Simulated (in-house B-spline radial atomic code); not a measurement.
# Ionising Tc with different functionals

Computed with an all-electron radial atomic-structure program (B-spline basis): non-relativistic Hamiltonian, point nucleus, spin-polarised at highest spin, spherical fractional occupations for the functionals, and exact exchange of hybrids averaged over the configuration. The ionisation energy is the difference of two self-consistent energies, [Kr] 4d5 5s2 → [Kr] 4d5 5s1, without Breit or QED terms; ε is the level of the shell that loses the electron (its least bound occupied spin orbital). There is no spin-orbit coupling in this Hamiltonian.

```csv
method,rung,ΔSCF (eV),-ε(5s) (eV)
PBE0,global hybrid,6.48,4.67
B3LYP,global hybrid,7.00,4.77
TPSSh,global hybrid,6.46,4.25
M06-2X,global hybrid,7.54,5.40
BHandHLYP,global hybrid,6.77,5.34
r2SCAN0,global hybrid,6.36,4.76
B97-1,global hybrid,7.23,4.74
HSE06,range-separated hybrid,6.50,4.32
wB97X,range-separated hybrid,7.32,6.82
CAM-B3LYP,range-separated hybrid,6.94,5.82
LC-wPBE,range-separated hybrid,6.30,6.43
```

(1) Among the functionals, which spreads more, the ΔSCF values or the orbital energies?

(2) How do they compare with the NIST value?

## Answers

(1) The orbital energies: ΔSCF values span about 1.24 eV and the orbital energies 2.57 eV.

(2) NIST lists 7.119 eV (measured, ground level to ground level). Errors run from -0.82 to +0.42 eV; B97-1 is closest (+0.11 eV), but part of that can be cancellation, since the calculations leave out relativity, Breit-QED terms, multiplet and fine-structure energies.
